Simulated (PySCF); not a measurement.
**Working out the excitation energy of Ne⁺**

Ne⁺ [He] 2s2 2p5 (2P) → Ne⁺ [He] 2s1 2p6 (2S). Calculation: PySCF 2.14, in x2c-TZVPPall (5s3p2d1f, 31 functions); the spin-free X2C one-electron Hamiltonian (Gaussian nucleus). Frozen: nothing. Energies in hartree (1 hartree = 27.21139 eV):

```
            part  Ne⁺ (lower)  Ne⁺ (upper)
             UHF  -127.956669  -126.865511
CCSD correlation    -0.225075    -0.315054
             (T)    -0.002301    -0.006522
```

Q: What does Hartree-Fock give?

A: (-126.865511) − (-127.956669) = 1.091158 hartree = 29.692 eV.

Q: What do CCSD and CCSD(T) give?

A: The CCSD correlation energies differ by -0.089979 hartree = -2.448 eV and the triples by -0.004221 hartree = -0.115 eV, so CCSD gives 27.244 eV and CCSD(T) 27.129 eV.

Measured between the centres of the two terms (NIST): 26.878 eV, so CCSD(T) (valence and next inner shell) is off by 0.251 eV.

What remains against the reference includes basis incompleteness and higher excitations.
